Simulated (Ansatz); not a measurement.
```yaml
crystal:
  periodic: [false, false, false]
  atoms:
    - {symbol: Ag, position_ang: [1.993540, 0.329423, 0.651797]}
    - {symbol: Ag, position_ang: [-1.706159, -1.042204, -0.714418]}
    - {symbol: Cl, position_ang: [-0.287381, 0.712781, 0.062621]}
basis:
  gaussian: {orbitals: def2-mTZVP}
total_charge: 2
magnetization: {spin_polarized: true, initial_magnetization: 1}
hamiltonian: {xc: {name: B2GP-PLYP}}
```

```sh
$ ansatz run in.yaml --threads 4 --pin off --events-out ev --progress --plain --max-ram 3916MiB
```

Output, abridged:

```
Functional definition: B2GP-PLYP
957 factors; integrals over basis functions are off by at most 4.8e-4 eV
mean field evaluation 1: about -20463.3597 eV, gradient 7.0e1 eV
mean field evaluation 2: about -20463.5598 eV, gradient 6.9e1 eV
mean field evaluation 4: about -20475.8704 eV, gradient 4.8e0 eV
mean field evaluation 8: about -20476.0656 eV, gradient 4.7e-1 eV
mean field evaluation 16: about -20476.0736 eV, gradient 5.7e-4 eV
mean field evaluation 32: about -20475.8894 eV, gradient 3.6e0 eV
mean field -20476.07359801 eV, -752.4818255459 hartree, gradient 2.7e-6 eV, S^2 0.755795; 4 other end points of the search recorded, 0 dependent functions left out
5 core orbitals not correlated: weight in the atoms' cores, before any rotation towards them, 1.000 or more for the frozen orbitals, at most 0.000 for the correlated occupied ones
reference -20476.07369728 eV, -752.4818291938 hartree; 22, 21 occupied and 61, 62 virtual orbitals, 957 factors
second order -15.33600283 eV of doubles, -0.00000000 eV of singles
Total energy: -20481.59465830 eV, -752.6847207689 hartree
```

Run time 8 s (4 threads of Arm Neoverse V1 on a shared host).

In the def2 sets Ag takes a core potential; there is no spin–orbit coupling. Correlated methods freeze 5 core orbitals; core or outer-core shells of Ag are correlated, in sets that lack core-valence functions.
